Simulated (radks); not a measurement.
Excited configurations of neutral praseodymium: one electron is placed in a higher orbital outside [Xe] 4f3 6s1. The ground configuration is [Xe] 4f3 6s2. Calculated with a radial shooting solver on a logarithmic mesh with Libxc functionals: Dirac Kohn-Sham, BLYP, spin-unpolarised, spherical densities, finite nucleus; open shells fill j = l - 1/2 first; Fermi nuclear charge, rms radius 4.8919 fm. Excitation = E - E(ground); binding = E(ion) - E, where the ion is the core of charge +1; n* = 1/sqrt(2 binding) in atomic units, and the quantum defect is n - n*.

| outer orbital | excitation (eV) | binding (eV) | n* | quantum defect | eigenvalue (eV) | <r> (bohr) |
|---|---|---|---|---|---|---|
| 5d3/2 | 1.518 | 4.125 | 1.816 | 3.184 | -1.300 | 3.625 |
| 6d3/2 | 4.260 | 1.384 | 3.136 | 2.864 | -0.568 | 11.76 |
| 7s1/2 | 3.685 | 1.959 | 2.636 | 4.364 | -1.095 | 10.67 |
| 7f5/2 | 5.125 | 0.519 | 5.121 | 1.879 | -0.314 | 42.81 |

The Delta-SCF ionisation energy is 5.644 eV (NIST Atomic Spectra Database: 5.470 eV, semi-empirical). Self-interaction in the functional shifts the binding energies and quantum defects, so they are the method's values and not measured ones. Spin polarisation and multiplet splitting are left out, so open shells lie too high by an amount that depends on their filling.

Beside tabulated values, note that spin-unpolarised runs miss the spin-polarisation part of the exchange energy of open shells.
